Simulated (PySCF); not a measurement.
**Working out the ionisation energy of Si⁺**

Si⁺ [Ne] 3s2 3p1 (2P) → Si²⁺ [Ne] 3s2 (1S). All numbers are calculated (PySCF 2.14, the spin-free X2C one-electron Hamiltonian (Gaussian nucleus), in aug-cc-pVTZ-DK (6s5p3d2f, 50 functions)). Frozen: [Ne]. Energies in hartree (1 hartree = 27.21139 eV):

```
             part  Si⁺ (lower)  Si²⁺ (upper)
              UHF  -289.178822   -288.597699
MP2 opposite-spin    -0.038763     -0.031670
    MP2 same-spin    -0.002745      0.000000
```

Task: What does Hartree-Fock give?

Result: (-288.597699) − (-289.178822) = 0.581123 hartree = 15.813 eV.

Task: What do MP2 and SCS-MP2 (6/5 opposite-spin, 1/3 same-spin) give?

Result: The opposite-spin parts differ by 0.193 eV and the same-spin parts by 0.075 eV. MP2: 15.813 + (0.193) + (0.075) = 16.081 eV. SCS-MP2: 15.813 + 1.2 × (0.193) + (0.075)/3 = 16.070 eV.

Measured between the centres of the two terms (NIST): 16.322 eV, so MP2 (valence) is off by -0.241 eV.

What remains against the reference includes basis incompleteness, the frozen core and correlation beyond second order.
